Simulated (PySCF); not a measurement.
**Two-dimensional NMR puzzle**

Compound of formula C$_{8}$H$_{20}$O$_{4}$Si. Correlations simulated from computed shifts and the bond graph:

HSQC (one-bond C–H):
| δH | δC |
| --- | --- |
| 3.76 | 60.7 |
| 1.23 | 19.9 |

COSY cross peaks (H two or three bonds apart, from the bond graph; peaks can be absent where the dihedral angle is near 90°):
| δH | δH |
| --- | --- |
| 3.76 | 1.23 |

HMBC (two and three bonds, from the bond graph):
| δH | δC |
| --- | --- |
| 3.76 | 19.9 |
| 1.23 | 60.7 |

- shielding tensors at B97-2/pcSseg-1 (GIAO)
- PBE0-D3(BJ)/def2-SVP geometry
- program: PySCF
- single conformer, no relativistic terms, fast rotation and ring inversion assumed for equivalent nuclei, no solvent

Referencing at the same level of theory: ¹H (σ = 31.38 ppm), ¹³C (σ = 183.69 ppm) vs TMS.

Exchangeable hydrogens are left out of these lists.

Task: Assemble the structure.

Result: SMILES CCO[Si](OCC)(OCC)OCC.

Atom-mapped SMILES (the numbers label the heavy atoms): `[CH3:1][CH2:2][O:3][Si:4]([O:5][CH2:6][CH3:7])([O:8][CH2:9][CH3:10])[O:11][CH2:12][CH3:13]`. Each H is labelled by its parent atom.

1. δC 60.7 is C2/C6/C9/C12, an sp3 CH2 bonded to O (δH 3.76).
2. δC 19.9 is C1/C7/C10/C13, a methyl carbon (δH 1.23).
3. COSY links 3.76–1.23.

The data come from this structure; uniqueness wasn't tested.

Shifts are as computed. Against solution values, carbons near 30 ppm lie about +1 ppm off and those near 130 ppm about +2 ppm. Of 1313 compounds with measured shifts, 239 miss one by over three times the rms of a fit or turn the order of signals round; such compounds aren't used in these exercises.
